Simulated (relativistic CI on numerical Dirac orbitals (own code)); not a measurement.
## Mn15+: sensitivity of the levels to the model

Base calculation: Dirac-Coulomb-Breit CI, separate exchange-only KLI orbitals for each configuration, model QED (radiative potential, 1s self-energy scaled to tabulated hydrogen-like ionisation energies), unscaled Slater integrals.

Configuration list (outside the closed core 1s2): 2s2 2p6, 2s2 2p5 3s, 2s2 2p5 3p, 2s2 2p5 3d, 2s 2p6 3s, 2s 2p6 3p, 2s 2p6 3d, 2s2 2p5 4s, 2s2 2p5 4p, 2s2 2p5 4d, 2s2 2p5 4f, 2s2 2p5 5s, 2s2 2p4 3s2, 2s2 2p5 5p, 2s 2p6 4s, 2s2 2p5 5d, 2s2 2p5 5f, 2s2 2p5 5g, 2s 2p6 4p, 2s2 2p4 3s 3p, 2s 2p6 4d, 2s 2p6 4f, 2s2 2p4 3p2, 2s2 2p4 3s 3d, 2s2 2p4 3p 3d, 2s 2p5 3s2, 2s 2p6 5s, 2s 2p5 3s 3p, 2s2 2p4 3d2, 2s 2p6 5p, 2s 2p6 5d, 2s 2p6 5f, 2s 2p6 5g, 2s 2p5 3p2, 2s 2p5 3s 3d, 2s 2p5 3p 3d. Levels of other configurations are missing.

Variants: (1) valence Slater integrals scaled by 0.9; (2) Breit term removed. Shifts of the energy above 2s2 2p6 1S_0, in eV, for the lowest level and the first level of each name with at least 55 % of one term (blank where a level changes its place among those of its configuration and J or its character, or is not in the variant):

```
           Level     Base    Δ(1)    Δ(2)
    2s2 2p6 1S_0    0.000   0.000   0.000
2s2 2p5 3s 3P°_2  652.080  +0.101  +0.445
2s2 2p5 3s 3P°_0  662.617  +0.107  +0.714
 2s2 2p5 3p 3S_1  680.349  +0.615  +0.409
 2s2 2p5 3p 3D_2  683.956  +0.050  +0.387
 2s2 2p5 3p 3D_3  685.139  +0.150  +0.463
 2s2 2p5 3p 3P_2  687.931  -0.137  +0.422
 2s2 2p5 3p 3P_0  692.726  -0.256  +0.504
 2s2 2p5 3p 3D_1  694.024  +0.065  +0.677
 2s2 2p5 3p 3P_1  696.783  -0.017  +0.682
 2s2 2p5 3p 1S_0  711.603  -2.136  +0.521
2s2 2p5 3d 3P°_0  723.960  +0.378  +0.410
2s2 2p5 3d 3P°_1  724.818  +0.325  +0.476
2s2 2p5 3d 3P°_2  726.473  +0.206  +0.528
2s2 2p5 3d 3F°_4  726.623  +0.109  +0.557
2s2 2p5 3d 3F°_3  727.417  +0.004  +0.527
2s2 2p5 3d 3D°_3  730.038  -0.233  +0.521
2s2 2p5 3d 3D°_1  734.282  -0.456  +0.554
2s2 2p5 3d 1P°_1  746.619  -1.158  +0.780
  2s 2p6 3s 3S_1  779.819  +0.072  +0.400
  2s 2p6 3s 1S_0  785.976  -0.455  +0.381
 2s 2p6 3p 3P°_0  810.908  +0.011  +0.301
```

At this charge energies of transitions that change n are usually good to better than 1 %, and those within a shell (Δn = 0) to a few per cent.

Ionisation energy from the two ground configurations alone: base 1131.51 eV; Breit term removed 1132.07 eV. The NIST ASD value (semi-empirical) is 1133.7 eV.

LS names give the leading component of a level, which can be under half, so a name can repeat, a term be missing and a line seem to break the LS rules.
